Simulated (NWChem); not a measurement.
## A calculation on H4Sn

SMILES: [SnH4]
```xyz
5

Sn     0.0000     0.0000     0.0000
H      1.4020     0.0000    -0.9913
H     -1.4020     0.0000    -0.9913
H      0.0000     1.4020     0.9913
H      0.0000    -1.4020     0.9913
```
Charge 0, spin multiplicity 1.

All runs are NWChem calculations. All single points use one geometry, from B3LYP/def2-SVP with def2 effective core potentials on Sn, a minimum by its harmonic frequencies.

The field's frequency is 0.0428 Ha (1065 nm).

Effective core potentials replace the inner electrons of Sn; spin-orbit coupling is left out. The structure started from a generated list of species.

Task: Give the polarisability tensor in bohr³ at PBE/def2-SVPD with def2 effective core potentials on Sn, in the frame of the coordinates, and its isotropic mean.

Result: 
```
47.29   0.00   0.00
 0.00  47.29   0.00
 0.00   0.00  47.29
```
Mean (one third of the trace): 47.29 bohr³.
